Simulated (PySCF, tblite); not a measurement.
Isomers of C2H5F3OSi, one GFN2-xTB conformer each. Single-point energies are computed at PBE0/pcSseg-1 (PySCF, gas phase, no added dispersion term), electronic only.

**Question.** Rank them by PBE0/pcSseg-1 energy, lowest first (kJ/mol).
A. `[CH3:1][Si@H:2]([OH:3])[C:4]([F:5])([F:6])[F:7]` with C1–Si2–O3–H -67°
B. `[CH3:1][CH2:2][O:3][Si:4]([F:5])([F:6])[F:7]` with C1–C2–O3–Si4 180°

**Answer.** B (0.0), A (447.6).

As drawn, the lower has an Si–F bond, which the higher lacks; the higher has an O–H bond, two fluorines on one carbon and an Si–C bond, which the lower lacks. GFN2-xTB itself gives, in the same order: 0.0, 481.1. Both levels put the same isomer lowest.

**Question.** Which frontier levels, dipoles and rotational constants go with these structures?

**Answer.** 
| SMILES | HOMO (eV, PBE0/pcSseg-1) | LUMO (eV) | dipole (D) | A, B, C (MHz) |
| --- | --- | --- | --- | --- |
| CCO[Si](F)(F)F | -9.40 | 0.79 | 3.28 | 3711, 1249, 1215 |
| C[Si@H](O)C(F)(F)F | -8.81 | 0.41 | 2.61 | 2883, 1683, 1390 |

**Question.** What happens when harmonic zero-point energies from GFN2-xTB frequencies are added?

**Answer.** 
| SMILES | ZPE (kJ/mol) | electronic (kJ/mol) | with ZPE (kJ/mol) |
| --- | --- | --- | --- |
| CCO[Si](F)(F)F | 205.0 | 0.0 | 0.0 |
| C[Si@H](O)C(F)(F)F | 186.6 | 447.6 | 429.2 |

The zero-point energies span 18.4 kJ/mol. The order is unchanged.
